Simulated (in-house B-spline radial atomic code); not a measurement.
**Ce⁸⁺: [Kr] 4d10 5s2 5p2**

Computed with a B-spline radial code for spherical atoms: Dirac-Kohn-Sham CAM-B3LYP, spherical fractional occupations, exact exchange averaged over the configuration, Fermi nucleus of rms radius 4.8771 fm.

Z_r = [3n² - l(l+1)]/(2<r>); Z_e = n√(-2ε); the last column is Slater's effective charge. Values are occupation-weighted means over j. An effective charge above Z reflects the relativistic contraction of the inner shells.

| shell | electrons | ε (eV) | <r> (bohr) | Z_r | Z_e | Slater |
| --- | --- | --- | --- | --- | --- | --- |
| 1s | 2 | -40438 | 0.02457 | 61.05 | 54.52 | 57.70 |
| 2s | 2 | -6591.9 | 0.1047 | 57.30 | 44.02 | 53.85 |
| 2p | 6 | -5929.7 | 0.09209 | 54.29 | 41.75 | 53.85 |
| 3s | 2 | -1520.4 | 0.278 | 48.55 | 31.71 | 46.75 |
| 3p | 6 | -1307.1 | 0.276 | 45.30 | 29.40 | 46.75 |
| 3d | 10 | -996.75 | 0.2534 | 41.44 | 25.68 | 36.85 |
| 4s | 2 | -401.83 | 0.6334 | 37.89 | 21.74 | 30.25 |
| 4p | 6 | -330.77 | 0.6685 | 34.41 | 19.72 | 30.25 |
| 4d | 10 | -225.99 | 0.7294 | 28.79 | 16.30 | 18.85 |
| 5s | 2 | -140.56 | 1.376 | 27.25 | 16.07 | 13.65 |
| 5p | 2 | -119.38 | 1.503 | 24.28 | 14.81 | 13.65 |

The least bound orbital is 5p3/2 at -118 eV, and it is also the most diffuse (<r> = 1.519 bohr).

Spin-orbit splittings of the orbital energies (j = l + 1/2 above j = l - 1/2 when positive): 2p 447 eV, 3p 88.26 eV, 3d 18.9 eV, 4p 19.37 eV, 4d 3.468 eV, 5p 4.133 eV.

For the 1s electron the small component carries 4.61 % of the norm, the zero-frequency Breit interaction raises the level by 109.6 eV, self-energy by 64.03 eV, and vacuum polarisation lowers it by 9.538 eV.
